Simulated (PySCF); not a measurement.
Species: AlCl2(nPr), C3H7AlCl2.
Bonds: Al1–Cl2, Al1–Cl3, Al1–C4, C4–C5, C5–C6. Hydrogens: H7, H8 on C4; H9, H10 on C5; H11, H12, H13 on C6.

A GFN2-xTB structure was refined with PBE0-D3(BJ)/def2-SVP geometry optimisation, gas phase (PySCF 2.14.0). Its GFN2-xTB values:

```json
{"coordinate": "Al1–Cl2", "GFN2-xTB": "1.959 Å"}
{"coordinate": "Al1–C4", "GFN2-xTB": "1.914 Å"}
{"coordinate": "C4–C5", "GFN2-xTB": "1.595 Å"}
{"coordinate": "C4–H7", "GFN2-xTB": "1.163 Å"}
{"coordinate": "C5–C6", "GFN2-xTB": "1.497 Å"}
{"coordinate": "C5–H9", "GFN2-xTB": "1.048 Å"}
{"coordinate": "C6–H11", "GFN2-xTB": "1.116 Å"}
{"coordinate": "Al1–C4–C5", "GFN2-xTB": "116.0°"}
{"coordinate": "Cl2–Al1–Cl3", "GFN2-xTB": "118.3°"}
{"coordinate": "Cl2–Al1–C4", "GFN2-xTB": "123.0°"}
{"coordinate": "Cl3–Al1–C4", "GFN2-xTB": "118.6°"}
{"coordinate": "C4–C5–C6", "GFN2-xTB": "112.7°"}
{"coordinate": "Al1–C4–C5–C6", "GFN2-xTB": "-179°"}
{"coordinate": "Cl2–Al1–C4–C5", "GFN2-xTB": "-95°"}
```

Q: How do these coordinates change at the PBE0-D3(BJ)/def2-SVP level?

A: 
| coordinate | PBE0-D3(BJ)/def2-SVP (Å or °) | change |
| --- | --- | --- |
| Al1–Cl2 | 2.098 | +0.139 |
| C4–C5 | 1.533 | -0.062 |
| C5–H9 | 1.105 | +0.057 |
| C4–H7 | 1.107 | -0.056 |
| Al1–C4 | 1.938 | +0.024 |
| C5–C6 | 1.521 | +0.024 |
| C6–H11 | 1.102 | -0.014 |
| Al1–C4–C5 | 114.0 | -2.0 |
| Cl3–Al1–C4 | 120.0 | +1.4 |
| Cl2–Al1–Cl3 | 117.0 | -1.3 |
| C4–C5–C6 | 113.2 | +0.5 |
| Cl2–Al1–C4 | 123.0 | 0.0 |
| Cl2–Al1–C4–C5 | -130 | -35 |
| Al1–C4–C5–C6 | -174 | +5 |

The energy falls by 0.690 eV over 27 energy and gradient evaluations, the largest force component goes from 0.0688 to 2.3e-04 Eh/bohr, and the atoms move by 0.358 Å rms after alignment. The bond that changes most is Al1–Cl2 (ends: aluminium bonded to C and 2 Cl; chlorine bonded to Al), which lengthens by 0.139 Å. Bonds longer at the end by more than 0.005 Å: 8 of 12; shorter: 4. Among the dihedrals that turn most is Cl2–Al1–C4–H7, from 148° to 108°. Rotational constants go from 2088, 982.3, 701.9 to 2180, 953.2, 685.6 MHz.

The run used 131 basis functions and 152 SCF cycles in all. On an Intel Xeon at 2.50 GHz with one thread (shared host), this took 12 min wall, 7.7 min CPU and 0.49 GiB of memory at its peak.

Whether it is a minimum is left open (no frequencies). The numbers are those of one conformer.
